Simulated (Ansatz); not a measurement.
Isomers of Be7O7 (singlet), relaxed with PBE0-D4/def2-SVP; total energies from Ansatz at CAM-B3LYP-D4/def2-TZVP.

```csv
isomer,description,energy (Eh)
A,point group D7h; 14 × Be–O 1.43 Å,-630.74373
B,point group Cs; 18 × Be–O 1.43 to 1.64 Å,-630.73350
```

The isomers come from a short search, and lower ones may exist.

Question: Work out the relative energies (1 Eh = 2625.5 kJ/mol) and the Boltzmann populations at 800 K from electronic energies alone (R = 8.314 J/mol/K).

Answer: ΔE: A 0.0, B 26.9 kJ/mol. RT = 6.65 kJ/mol. Factors exp(−ΔE/RT): A 1, B 0.0175; sum 1.018. Populations: A 98.3 %, B 1.7 %. Zero-point energy, vibrational entropy and symmetry numbers are left out and can shift these; an error of 4 kJ/mol changes a ratio by a factor of 1.8. Over the other density-functional and correlated levels in def2 sets, the gap between A and B ranges from -23 to 84 kJ/mol.
